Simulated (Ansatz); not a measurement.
Gas-phase reaction in SMILES: C[SiH2]B(O)O → C[SiH2][B]O + [OH] (HO) (the B-O bond at the site shown breaks; other sites are not compared here)
Structures are relaxed separately at B3LYP-D3(BJ)/def2-TZVP in Ansatz (an electronic-structure program), one conformer each, not searched for the lowest.

Wanted: bond dissociation energy (electronic energy difference), in kcal/mol. Cores are frozen in the correlated levels unless marked. Open shells are spin-unrestricted. No spin-orbit coupling. No relativistic terms. CBS(X,Y): correlation extrapolated as X^-3; Hartree-Fock from the larger set. The bracket is a focal-point correction in the basis named.

```tsv
level	program	bond dissociation energy (kcal/mol)
HF/cc-pwCVTZ	Ansatz	112.7
SVWN5/def2-TZVPD	Ansatz	168.0
r2SCAN/def2-TZVPD	Ansatz	142.1
B97M-V/def2-TZVPD	Ansatz	144.9
PBE0/def2-TZVP	Ansatz	143.9
HSE06-D4/def2-TZVPD	Ansatz + dftd4	144.1
CAM-B3LYP-D4/def2-TZVPD	Ansatz + dftd4	146.0
LC-wPBE-D3(BJ)/def2-TZVPD	Ansatz + dftd3	145.3
LC-wPBE-D4/def2-TZVPD	Ansatz + dftd4	145.5
B2PLYP-D3(BJ)/def2-TZVPD	Ansatz + dftd3	145.7
B2PLYP-D4/def2-TZVPD	Ansatz + dftd4	145.7
B2PLYP/def2-TZVPD	Ansatz	145.0
PBE-QIDH/def2-TZVPD	Ansatz	146.6
RI-MP2/cc-pV(T+d)Z	Ansatz	154.5
RI-MP2/cc-pV(Q+d)Z	Ansatz	155.7
SCS-MP2/STO-3G	Ansatz	142.3
CCSD/CBS(cc-pV(T+d)Z,cc-pV(Q+d)Z)	Ansatz	146.2
CCSD(T)/STO-3G	Ansatz	143.1
CCSD(T) with core electrons (1s frozen past Ne)/cc-pwCVTZ	Ansatz	147.8
RI-MP2/CBS(cc-pV(T+d)Z,cc-pV(Q+d)Z)+[CCSD(T)-MP2]/cc-pV(Q+d)Z	Ansatz	149.3
CCSD(T)/CBS(cc-pV(T+d)Z,cc-pV(Q+d)Z)	Ansatz	149.2
```
